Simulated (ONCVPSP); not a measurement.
# Cutoff test, fluorine, ONCV

| Property | Result |
| --- | --- |
| Element | fluorine |
| Generator | ONCVPSP 4.0.1 |
| Type | optimised norm-conserving Vanderbilt (ONCV) |
| Functional | PBE |
| Relativity | scalar-relativistic |
| Frozen core | none |
| Valence charge | 9 |
| Reference configuration | 1s2 2s2 2p5 |
| Partial waves | 1s+2s: rc 0.40 bohr, ncon 4, nbas 7, qcut 29 1/bohr, 2 projectors; 2p: rc 1.15 bohr, ncon 3, nbas 7, qcut 14.9 1/bohr, 2 projectors, debl 3.2 Ha; d scattering state at 0.43 Ha: rc 1.05 bohr, ncon 3, nbas 7, qcut 8.7 1/bohr, 2 projectors, debl 2.1 Ha |
| Local potential | polynomial inside 0.35 bohr (lpopt 3, dvloc0 6 Ha) |
| Core correction | none |

Q: For each optimised wave give the share of its norm inside rc, the residual kinetic energy above qcut (Ha) and the cutoffs (Ha) for errors of 10, 1, 0.1 and 0.01 mHa per electron.

A:

```
         wave  norm inside rc  residual KE  10 mHa  1 mHa  0.1 mHa  0.01 mHa
           1s           0.963      1.2e-04   320.8  374.4    432.6     857.4
           2s           0.044      9.0e-05   277.5  353.9    417.5     906.5
           2p           0.623      2.5e-09    44.5   59.2     71.8      82.4
p projector 2           0.079      4.8e-09    42.7   59.3     73.0      85.0
d projector 1           0.002      9.2e-07     1.7    6.5     16.6      27.4
d projector 2           0.070      8.4e-05    15.5   26.9     37.1      65.6
```

The occupied waves need 374 Ha and 433 Ha for 1 and 0.1 mHa. Rows with under 1 % of the norm inside rc give no meaningful cutoff. Its largest configuration-test error is +669 meV.
